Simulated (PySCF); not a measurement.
# Polarisability and C₆ of O²⁺ (oxygen, charge +2)

[He] 2s2 2p2, high-spin 3P determinant. Calculation: PySCF 2.14, in dyall-av2z (11s7p2d, 42 functions); the non-relativistic Hamiltonian (point nucleus). Coupled (time-dependent) response in atomic units; α is the mean over directions. A double-zeta set is small for polarisabilities.

```tsv
method	mean α (bohr³)	α xx, yy, zz	C₆ (like pair)	S(−4)
UHF	1.800	1.916, 1.742, 1.742	2.348	3.640
PBE	1.743	1.861, 1.685, 1.685	2.329	2.805
PBE0	1.743	1.862, 1.683, 1.683	2.314	2.884
TPSS	1.763	1.879, 1.705, 1.705	2.376	2.868
B3LYP	1.722	1.846, 1.660, 1.660	2.287	2.717
```

S(−4) is the Cauchy moment in α(ω) = α(0) + S(−4) ω² + …

α(iu) at UHF:

| u (hartree) | α(iu) (bohr³) |
| --- | --- |
| 0 | 1.800 |
| 0.0500 | 1.791 |
| 0.100 | 1.765 |
| 0.200 | 1.674 |
| 0.300 | 1.554 |
| 0.500 | 1.305 |
| 0.750 | 1.046 |
| 1.00 | 0.8533 |
| 1.50 | 0.5961 |
| 2.00 | 0.4374 |
| 3.00 | 0.2614 |
| 5.00 | 0.1219 |

A single London oscillator, α(iu) = α/(1 + u²/ω²), gives C₆ = (3/4) ω α². Matching the computed C₆ needs ω = 4 × 2.348 / (3 × 1.800²) = 0.966 hartree.

For an ion, C₆ is the dispersion term alone; charge-induced terms of lower order in 1/R come first.

The components differ because the open shell of this determinant is not spherical; for a pure term their mean is the scalar polarisability.
